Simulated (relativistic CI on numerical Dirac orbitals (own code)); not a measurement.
# Line list: Electric-dipole lines, Cd XXXVIII

Calculated at this level of theory: Dirac-Coulomb-Breit CI, orbitals from a KLI potential per configuration, model QED (radiative potential, 1s self-energy scaled to tabulated hydrogen-like ionisation energies), unscaled Slater integrals (own radial code, finite nucleus).

Configurations in the expansion (outside the closed core [Ne]): 3s, 3p, 3d, 4s, 4p, 4d, 4f, 5s, 5p, 5d, 5f, 5g, 6s, 6p, 6d, 7s, 7p. Levels of other configurations are missing.

```
λ vac (Å)           Lower           Upper   A (s⁻¹)  log gf  S velocity/length
   7.9332   3p ²P°3/2 [3]   5d ²D5/2 [17]  7.84e+12   -0.35               0.98
   8.4680    3d ²D3/2 [4]  5f ²F°5/2 [18]  1.04e+13   -0.17               0.99
   8.5249    3d ²D5/2 [5]  5f ²F°7/2 [19]  1.10e+13   -0.02               0.99
   10.359    3s ²S1/2 [1]   4p ²P°3/2 [8]  5.69e+12   -0.44               1.01
   10.751   3p ²P°1/2 [2]    4d ²D3/2 [9]  1.19e+13   -0.08               0.99
   11.189   3p ²P°3/2 [3]   4d ²D5/2 [10]  1.47e+13    0.22               0.99
   12.152    3d ²D3/2 [4]  4f ²F°5/2 [11]  2.88e+13    0.58               1.00
   12.258    3d ²D5/2 [5]  4f ²F°7/2 [12]  3.06e+13    0.74               1.00
   23.248    4s ²S1/2 [6]  5p ²P°3/2 [15]  1.23e+12   -0.40               1.00
   23.914   4p ²P°1/2 [7]   5d ²D3/2 [16]  2.19e+12   -0.12               1.00
   24.762   4p ²P°3/2 [8]   5d ²D5/2 [17]  2.79e+12    0.19               1.00
   26.373    4d ²D3/2 [9]  5f ²F°5/2 [18]  5.01e+12    0.50               1.01
   26.582   4d ²D5/2 [10]  5f ²F°7/2 [19]  5.35e+12    0.66               1.01
   27.784  4f ²F°5/2 [11]   5g ²G7/2 [20]  8.63e+12    0.90               1.00
   27.869  4f ²F°7/2 [12]   5g ²G9/2 [21]  8.91e+12    1.02               1.00
   44.717  5p ²P°1/2 [14]   6d ²D3/2 [25]  6.06e+11   -0.14               1.00
   46.167  5p ²P°3/2 [15]   6d ²D5/2 [26]  7.92e+11    0.18               1.00
   77.871   3p ²P°1/2 [2]    3d ²D3/2 [4]  9.50e+10   -0.46               1.05
   92.040    3s ²S1/2 [1]   3p ²P°3/2 [3]  8.06e+10   -0.39               1.00
   103.20   3p ²P°3/2 [3]    3d ²D5/2 [5]  4.94e+10   -0.32               1.06
   201.77   4p ²P°1/2 [7]    4d ²D3/2 [9]  2.35e+10   -0.24               1.00
   224.72    4s ²S1/2 [6]   4p ²P°3/2 [8]  1.93e+10   -0.23               1.00
   269.77   4p ²P°3/2 [8]   4d ²D5/2 [10]  1.19e+10   -0.11               0.99
   409.59  5p ²P°1/2 [14]   5d ²D3/2 [16]  7.73e+09   -0.11               1.00
   447.55   5s ²S1/2 [13]  5p ²P°3/2 [15]  6.28e+09   -0.12               1.00
   549.05  5p ²P°3/2 [15]   5d ²D5/2 [17]  3.88e+09    0.02               1.00
   723.25  6p ²P°1/2 [23]   6d ²D3/2 [25]  3.09e+09   -0.01               1.00
   783.94   6s ²S1/2 [22]  6p ²P°3/2 [24]  2.50e+09   -0.04               1.00
   970.50  6p ²P°3/2 [24]   6d ²D5/2 [26]  1.55e+09    0.12               1.01
   1257.3   7s ²S1/2 [27]  7p ²P°3/2 [29]  1.14e+09    0.03               1.00
```

Terms are leading LS components. Brackets give the number of a level in order of energy, since labels repeat. The list gives strong lines, with weight on those to low levels. Levels whose partners in the same complex of configurations lie outside the list can be far off, and so can their lines. Rates are taken at the computed energies, electric ones in the length gauge. A velocity-to-length ratio far from 1 marks an uncertain rate.

At this charge energies of transitions that change n are usually good to better than 1 %, and those within a shell (Δn = 0) to a few per cent.

Q: From the table, what is the radiative lifetime of 5d ²D5/2?

A: The listed rates from this level add up to about 1.06e+13 s⁻¹, 98 % of its decay; with all channels τ = 9.24e-14 s.
